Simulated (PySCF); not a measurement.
# Electron correlation in F⁻ (fluorine, charge -1)

[Ne], closed-shell 1S. Computed with PySCF 2.14 in def2-TZVPPD (6s4p3d1f, 40 functions), with the non-relativistic Hamiltonian (point nucleus). Frozen: 1s2; 8 electrons correlated.

MP2 pair energies summed by pair of shells (mhartree):

```json
{"pair": "2p-2p", "energy": "-204.46", "share (%)": "71.2"}
{"pair": "2s-2p", "energy": "-72.66", "share (%)": "25.3"}
{"pair": "2s-2s", "energy": "-10.04", "share (%)": "3.5"}
```

Total MP2 correlation energy: -287.16 mhartree.

Same-spin part -76.54 and opposite-spin part -210.61 mhartree; SCS-MP2 scales them by 1/3 and 6/5 to -278.25 mhartree.
